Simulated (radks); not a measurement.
The numbers below are computed, except where a source is named.
The mean radii <r> (bohr) of the occupied orbitals of an atom or ion are listed with their occupations. Code: a radial shooting solver on a logarithmic mesh with Libxc functionals. Model: scalar-relativistic Kohn-Sham, r2SCAN, spin-unpolarised, spherical densities, finite nucleus; meta-GGA in the generalised Kohn-Sham scheme; Fermi nuclear charge, rms radius of each element as measured or else 0.836 A^(1/3) + 0.57 fm.

orbital  occ.      <r>
1s          2  0.01632
2s          2  0.06875
2p          6  0.06235
3s          2   0.1774
3p          6   0.1792
3d         10   0.1625
4s          2   0.3916
4p          6   0.4172
4d         10   0.4396
5s          2   0.8804
4f         14   0.4677
5p          6    1.010
5d         10    1.379
6s          2    2.372

Name the element and its charge.

Answer. Z = 81, thallium, charge +1: Tl+ in [Hg]. The 1s radius gives Z: for a bare nucleus <r> = (2 gamma + 1)/(2Z) with gamma = sqrt(1 - (Z/c)^2), 0.01613 bohr for Z = 81, and screening makes it slightly larger (0.01632 here). The occupations add up to 80, and the charge is Z minus that.
